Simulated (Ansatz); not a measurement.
Stepwise reaction of `[F][GeH2][F]` with hydrogen sulfide, as a gas-phase model of exchange steps in deposition or etching. ΔE in kJ/mol; ΔG adds harmonic PBE0-D4 terms to CCSD(T)/CBS, at 1 bar.

Isolated molecules relaxed with PBE0-D4/def2-TZVP in Ansatz; ΔE leaves out vibrations. CCSD(T)/CBS adds triple-zeta CCSD(T) − MP2 to the extrapolated MP2 energy (def2 sets, frozen cores). This one scheme is used for every species. Functionals use def2-TZVPP. B3LYP here is the variant with VWN-RPA as its local correlation; programs differ in this. For Ge outer-core shells are correlated without core-valence functions, which leaves a few kJ/mol of doubt a bond. Scalar relativity is left out up to krypton. Each species was taken in one conformer, which may not be the lowest.

| step | reaction | PBE-D4 | B3LYP-D4 | ωB97M-V | CCSD(T)/CBS | ΔG(500 K) |
| --- | --- | --- | --- | --- | --- | --- |
| 2 | `[F][GeH2][SH]` + H₂S → `[SH][GeH2][SH]` + H–F | 10.3 | 18.9 | 19.9 | 10.9 | 15.9 |

(1) Give the row of step 1, `[F][GeH2][F]` + H₂S → `[F][GeH2][SH]` + H–F. (An estimate is asked.)

(2) By hand: ΔE of the 2 steps together at CCSD(T)/CBS.

Answers

(1) The calculation gave: 
| step | reaction | PBE-D4 | B3LYP-D4 | ωB97M-V | CCSD(T)/CBS | ΔG(500 K) |
| --- | --- | --- | --- | --- | --- | --- |
| 1 | `[F][GeH2][F]` + H₂S → `[F][GeH2][SH]` + H–F | 9.7 | 19.2 | 19.6 | 12.1 | 18.0 |

(2) (12.1) + (10.9) = 23.0 kJ/mol, or 11.5 kJ/mol a step.

In ΔE the steps differ by no more than 1.2 kJ/mol. All are uphill at CCSD(T)/CBS. ΔG lies between 15.9 and 18.0 kJ/mol a step. PBE-D4 differs from CCSD(T)/CBS by -2.4 to -0.6 kJ/mol a step. Isolated molecules leave out the surface, adducts and barriers. Largest T1 diagnostic: 0.012.
